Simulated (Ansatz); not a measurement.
`[Cl][GeH]` + `[O]=[W]([OH])([F])([Cl])[Cl]` → `[OH][GeH]` + `[O]=[W]([F])([Cl])([Cl])[Cl]`  (redistribution)

Calculated with Ansatz (gas phase, PBE0-D4/def2-TZVP geometries, no zero-point term in ΔE). CCSD(T)/CBS is the MP2 limit (def2-TZVPP, def2-QZVPP) plus CCSD(T) − MP2 in def2-TZVPP, frozen cores. Functionals use def2-TZVPP. Elements past krypton have def2 core potentials. For Ge, W outer-core shells are correlated without core-valence functions, which leaves a few kJ/mol of doubt a bond. Scalar relativity is left out up to krypton. One conformer a species, not always the lowest.

| species | BHLYP energy (Eh) |
| --- | --- |
| `[Cl][GeH]` | -2537.81010 |
| `[O]=[W]([OH])([F])([Cl])[Cl]` | -1238.51575 |
| `[OH][GeH]` | -2153.40007 |
| `[O]=[W]([F])([Cl])([Cl])[Cl]` | -1622.91020 |

(1) Work out ΔE.

Largest T1 diagnostic among the species: 0.021, so the coupled-cluster value is less sure than usual.

Answers

(1) ΔE = (-2153.40007) + (-1622.91020) − (-2537.81010) − (-1238.51575) = 0.01558 Eh = +9.8 kcal/mol. CCSD(T)/CBS gives +6.5 kcal/mol.

From BLYP to BHLYP (50 % exact exchange), in def2-TZVPP and without D4, ΔE moves by +2.5 kcal/mol. In def2-TZVPP, CCSD(T) changes the Hartree–Fock value by −6.0 kcal/mol (the triples alone add −1.4 kcal/mol) and MP2 by −9.3 kcal/mol.
